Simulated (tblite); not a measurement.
Species: C₅H₁₃NO₃Si.
Geometry (GFN2-xTB, Å), atoms numbered from 1 in this order:
```
atom  x, y, z in Å
C1     3.593    0.887    0.709
C2     2.173    0.926    0.167
O3     1.481   -0.219    0.616
Si4   -0.044   -0.657    0.331
N5    -0.369   -2.155    1.131
O6    -0.313   -0.837   -1.274
C7    -1.629   -0.709   -1.751
C8    -2.299    0.559   -1.229
C9    -2.370    0.543    0.296
O10   -1.091    0.478    0.877
H11    3.574    0.870    1.796
H12    4.144    1.762    0.375
H13    4.098   -0.009    0.360
H14    2.180    0.935   -0.928
H15    1.651    1.822    0.520
H16    0.148   -2.956    0.803
H17   -0.337   -2.138    2.138
H18   -1.570   -0.691   -2.844
H19   -2.211   -1.586   -1.441
H20   -1.708    1.421   -1.542
H21   -3.304    0.642   -1.643
H22   -2.960   -0.320    0.627
H23   -2.841    1.458    0.669
```

Level: GFN2-xTB in tblite, geometry and Hessian alike; calculated harmonic values, unscaled, isolated species. The method is semi-empirical: single wavenumbers can be off by several per cent or more. One conformer, not necessarily the lowest.

Harmonic wavenumbers (cm⁻¹): 25.4, 57.7, 61.6, 115.7, 139.1, 167.0, 202.9, 224.6, 240.0, 270.4, 275.0, 303.7, 361.6, 420.5, 430.0, 550.6, 641.0, 693.1, 771.1, 820.6, 827.4, 864.4, 889.6, 909.7, 914.6, 937.4, 1013.9, 1014.2, 1097.7, 1108.9, 1122.7, 1134.8, 1139.4, 1151.7, 1188.9, 1218.5, 1254.6, 1256.0, 1322.8, 1335.4, 1336.4, 1340.1, 1395.5, 1452.9, 1473.9, 1474.6, 1479.4, 1484.3, 1496.2, 1519.8, 2899.8, 2902.7, 2903.5, 2922.4, 2934.8, 2935.7, 2989.8, 2998.9, 3043.1, 3048.0, 3051.9, 3479.9, 3509.1.

A = 1921, B = 748.9, C = 705.2 MHz; mass 163.066 u (most abundant isotopes); point group Cs, symmetry number 1.

What is the zero-point energy?

Half the sum of the wavenumbers: 41273 cm⁻¹ = 493.74 kJ/mol.

Give the ideal-gas entropy at 500 K and 1 bar in the rigid-rotor, harmonic-oscillator model (classical rotation).

Translation 183.13, rotation 132.55, vibration 273.84: S = 589.5 J/(mol K).

And Cp and H(500 K) − H(0)?

Cp = 286.30 J/(mol K), of which vibrations give 253.05 (their classical limit is 63 R = 523.8); H(500 K) − H(0) = 83.92 kJ/mol without the zero-point energy, 67.29 from vibrations.

How do the functions run with temperature in this model?

```tsv
T (K)	S (J/(mol K))	Cp (J/(mol K))	H − H(0) (kJ/mol)	G − H(0) (kJ/mol)	ln q(vib)
150	361.7	122.4	11.92	-42.33	4.79
250	435.0	168.9	26.46	-82.28	8.39
298.15	466.7	192.8	35.16	-104.00	10.05
400	530.5	243.0	57.39	-154.81	13.47
600	645.0	322.3	114.40	-272.60	19.95
900	791.3	398.2	223.45	-488.77	29.00
```

q(vib) and H(0) count from the zero-point level.

Blend soft modes into free rotors: weight 1/[1 + (100 cm⁻¹/ν̃)⁴] for the oscillator and the rest for a rotor with moment μB/(μ + B), μ = h/(8π²ν), B = 10⁻⁴⁴ kg m². What vibrational entropy results?

249.04 J/(mol K) in place of 273.84, which changes −T·S at 500 K by +12.40 kJ/mol.

Hindered rotation and anharmonicity are outside this model. Other conformers, if any are populated, would add a mixing term that is left out.

On one thread, Intel Xeon at 2.50 GHz (x86_64), on a shared host, this took 5.9 s wall, 3.6 s CPU. The figure is for the frequency step alone.
